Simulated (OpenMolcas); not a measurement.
Ru3+: ligand-field states by method

Ru3+ with 5 ligands (water, chloride on the axis) in square pyramidal coordination (C2v) at 1.98 Å, the axial distance 2.374 Å. Ligand basis ANO-RCC-VDZP.
```
Ru    0.0000    0.0000    0.0000
O     1.9800    0.0000    0.0000
H     2.5570    0.7797    0.0000
H     2.5570   -0.7797    0.0000
O     0.0000    1.9800    0.0000
H     0.0000    2.5570    0.7797
H     0.0000    2.5570   -0.7797
O    -1.9800    0.0000    0.0000
H    -2.5570    0.7797    0.0000
H    -2.5570   -0.7797    0.0000
O     0.0000   -1.9800    0.0000
H     0.0000   -2.5570    0.7797
H     0.0000   -2.5570   -0.7797
Cl    0.0000    0.0000    2.3740
```

| Quantity | Value |
| --- | --- |
| Program | OpenMolcas |
| Basis | ANO-RCC-VDZP [6s5p3d1f] |
| Scalar Hamiltonian | DKH2, point nucleus |
| Active space | 5 electrons in 5 orbitals (4d) |
| State averaging | 2S+1 = 6 even, 1 root; 2S+1 = 4 even, 24 roots; 2S+1 = 2 even, 75 roots |
| Spin-orbit coupling | state interaction with AMFI integrals over the reference wave functions |

I. CASSCF
II. SS-CASPT2, IPEA 0.25 Eh, imaginary shift 0.1 Eh (closed shells correlated: 4s 4p and the ligand valence shells)

Spin-free states in cm-1, each column counted from its own energy of the first state listed:

```csv
State,Degeneracy,I,II
2S+1 = 2,1,0,0
2S+1 = 2,1,1314,4230
2S+1 = 4,1,2405,8340
2S+1 = 2,1,3676,3520
2S+1 = 4,1,5026,11580
2S+1 = 6,1,6057,18910
2S+1 = 4,1,8401,15440
2S+1 = 2,1,12662,14050
2S+1 = 2,1,13463,15470
2S+1 = 4,1,14894,18480
2S+1 = 2,1,15131,16560
2S+1 = 2,1,15865,18320
2S+1 = 2,1,18462,21130
2S+1 = 2,1,19036,22080
2S+1 = 4,1,19069,22770
2S+1 = 2,1,21222,22050
2S+1 = 2,1,21605,24740
2S+1 = 4,1,21652,22170
2S+1 = 4,1,23433,30680
2S+1 = 4,1,26318,31550
```

From I to II, I's first state of the same spin (2S+1 = 2) moves from 1314 to 4230 cm-1, by about +2900 cm-1. In II another state of that kind comes below it.

From I to II, I's first state of another spin (2S+1 = 4) moves from 2405 to 8340 cm-1, by about +5900 cm-1.

χT at 300 K: I 0.65, II 0.54 cm3 K/mol.

Over all roots computed the reference weight is 0.67 to 0.71 in II; a low but even weight reflects the number of correlated electrons. The least metal-like active orbital is 66 % on the metal (Löwdin) and no ligand orbital is active, so the numbers are rough, and ground spin, moment and any spin crossover can be artefacts of this space; highly charged d ions in such sites are as a rule low spin. Ligand-to-metal charge-transfer states are missing. With no ligand orbital active B as a rule stays too high, so bands that hang on it stand too high and its fall with covalency is understated. Without dynamic correlation the repulsion within the d shell is too large (B by tens of per cent), so at a given field states of lower spin stand too high (holds for I). This shell can be high or low spin here, a state of another spin lies low, and with metal d orbitals alone active their balance is uncertain, so the ground spin may be wrong, although the usual error favours high spin (holds for I). With metal d orbitals alone the field can be off either way by tens of per cent (holds for I). No measured value stands beside these numbers; the geometry is a model, was not optimised and need not be the one that this ion takes.
